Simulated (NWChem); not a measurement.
System: CH4OSi, singlet; SMILES C[Si]O

```xyz
7

Si     0.6692     0.1171     0.0007
C     -0.4345    -1.4432     0.0013
H     -0.2457    -2.0273    -0.9276
H     -1.5163    -1.2067     0.0676
H     -0.1482    -2.1122     0.8427
O     -0.5786     1.2730     0.0007
H     -0.2221     2.1817    -0.0053
```
Atoms are numbered in this order, from 1.

Results from NWChem. Low-valent species are run as closed-shell singlets; no triplet was tried in these runs. All runs use the structure optimised with PBE-D3(BJ)/def2-SVP. B3LYP is NWChem's, with the RPA form of VWN correlation. Vertical excitations in the gas phase; the lowest state need not have the same character in each row.

```tsv
level	lowest excitation, singlet (eV)	oscillator strength of that lowest state	orbital gap (eV)
PBE/def2-SVPD, TDA	3.45	0.044	2.69
B3LYP/def2-SVPD, TDA	3.56	0.051	4.26
BHandHLYP/def2-SVPD, TDA	3.69	0.062	6.57
PBE0/def2-SVPD, TDA	3.55	0.053	4.62
```
